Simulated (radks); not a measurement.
The numbers below are computed, except where a source is named.
Task: Ionisation of Zr3+, [Kr] 4d1, to Zr4+, [Kr], under several functionals. Scalar-relativistic Kohn-Sham, spin-polarised, spherical densities, point nucleus; open shells are filled with parallel spins first (spin-orbit coupling, left out, can overturn this in heavy ions); a radial shooting solver on a logarithmic mesh with Libxc functionals. Known Delta-SCF values: BP86 34.449 eV; LDA (Slater exchange, VWN5 correlation) 34.580 eV; revPBE 34.385 eV. What does exchange-only PBE give, and what is its highest occupied eigenvalue?

Result: 33.424 eV by Delta-SCF; the 4d eigenvalue is -27.658 eV. NIST: 34.418 eV (measured).
